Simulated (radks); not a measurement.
The numbers below are computed, except where a source is named.
Q: Excited configurations of Pt I: one electron is placed in a higher orbital outside [Xe] 4f14 5d9. The ground configuration is [Xe] 4f14 5d9 6s1. Code: a radial shooting solver on a logarithmic mesh with Libxc functionals. Model: scalar-relativistic Kohn-Sham, SCAN, spin-polarised, spherical densities, finite nucleus; open shells are filled with parallel spins first (spin-orbit coupling, left out, can overturn this in heavy ions); meta-GGA in the generalised Kohn-Sham scheme; Fermi nuclear charge, rms radius 5.427 fm. Excitation = E - E(ground); binding = E(ion) - E, where the ion is the core of charge +1; n* = 1/sqrt(2 binding) in atomic units, and the quantum defect is n - n*.

outer orbital  excitation (eV)  binding (eV)     n*  quantum defect  eigenvalue (eV)  <r> (bohr)
5f                       8.895         0.892  3.905           1.095           -0.423       17.88
6p                       5.606         4.181  1.804           4.196           -2.093       4.448
6d                       8.269         1.518  2.994           3.006           -0.703       10.68
7p                       8.007         1.780  2.765           4.235           -1.057       11.28
7d                       8.862         0.925  3.836           3.164           -0.526       20.45
7f                       9.351         0.436  5.587           1.413           -0.270       46.01

Estimate the row for 6f.

A: excitation (eV) 9.179; binding (eV) 0.608; n* 4.730; quantum defect 1.270; eigenvalue (eV) -0.350; <r> (bohr) 30.51. The Delta-SCF ionisation energy is 9.787 eV (NIST Atomic Spectra Database: 8.959 eV, measured). Self-interaction in the functional shifts the binding energies and quantum defects, so they are the method's values and not measured ones. Open shells are spherical and high-spin; term and fine-structure splittings are not resolved. Spin-orbit splitting is averaged out at the scalar-relativistic level.
